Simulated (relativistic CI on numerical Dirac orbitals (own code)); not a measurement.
**Slater and spin-orbit integrals, W³⁹⁺**

Computed by Dirac-Coulomb-Breit CI, orbitals from a KLI potential per configuration, model QED, unscaled Slater integrals (own radial code, finite nucleus).

Slater integrals F^k, G^k are unscaled and averaged over j, outside the closed core [Ar] 3d10; ζ comes from projecting the Hamiltonian with its Breit term on Σ l·s of the shell.

- 4s²4p⁵: ζ(4p) = 500900 cm⁻¹; <r>(4p) = 0.4129, <r^2>(4p) = 0.193 (bohr units).
- 4s²4p⁴4d: F^2(4p,4p) = 246900, ζ(4p) = 501560, F^2(4p,4d) = 243300, G^1(4p,4d) = 300610, G^3(4p,4d) = 193110, ζ(4d) = 63237 cm⁻¹; <r>(4p) = 0.4129, <r^2>(4p) = 0.193, <r>(4d) = 0.4117, <r^2>(4d) = 0.1937 (bohr units).
- 4s4p⁵4d: G^1(4s,4p) = 323180, ζ(4p) = 501250, G^2(4s,4d) = 239010, F^2(4p,4d) = 243250, G^1(4p,4d) = 300570, G^3(4p,4d) = 193070, ζ(4d) = 63560 cm⁻¹; <r>(4s) = 0.4024, <r^2>(4s) = 0.1821, <r>(4p) = 0.413, <r^2>(4p) = 0.1931, <r>(4d) = 0.4117, <r^2>(4d) = 0.1938 (bohr units).

Averages of the first 10 configurations, taken without configuration mixing, which lowers the lowest level and can move excited configurations by several eV; other configurations of the list can lie among them:

```
Configuration  Parity  States  Average energy above the lowest level (eV)
       4s²4p⁵     odd       6                                        32.7
        4s4p⁶    even       2                                       208.3
     4s²4p⁴4d    even     150                                       234.0
      4s4p⁵4d     odd     120                                       404.8
     4s²4p⁴4f     odd     210                                       429.7
      4s4p⁵4f    even     168                                       600.8
        4p⁶4d    even      10                                       586.6
     4s4p⁴4d²    even    1350                                       604.4
   4s²4p³4d4f    even    2800                                       631.7
        4p⁶4f     odd      14                                       782.9
```
